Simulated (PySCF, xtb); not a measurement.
SeHCl, SMILES [SeH]Cl.

Geometry optimised at B3LYP-D3(BJ)/def2-TZVP.

Level of theory: PySCF 2.14.0 with C-PCM-PBE0/def2-SVP.

The values are the electrostatic part of the solvation free energy, E(continuum) − E(gas) at the gas-phase geometry, in a cavity of scaled van der Waals radii (PySCF's table); cavitation and dispersion terms are not included. In vacuum the orbital gap is 4.66 eV. The dipole moment in vacuum is 1.62 D.

```csv
solvent,ε,ΔG(elec) (kcal/mol),dipole (D),gap (eV)
water,78.36,-2.9,2.21,4.75
benzene,2.27,-1.5,1.91,4.71
cyclohexanone,15.62,-2.7,2.17,4.75
```

For comparison, GFN2-xTB/ALPB(water) (xtb, at the GFN2-xTB geometry, all terms of that model) gives -0.7 kcal/mol.
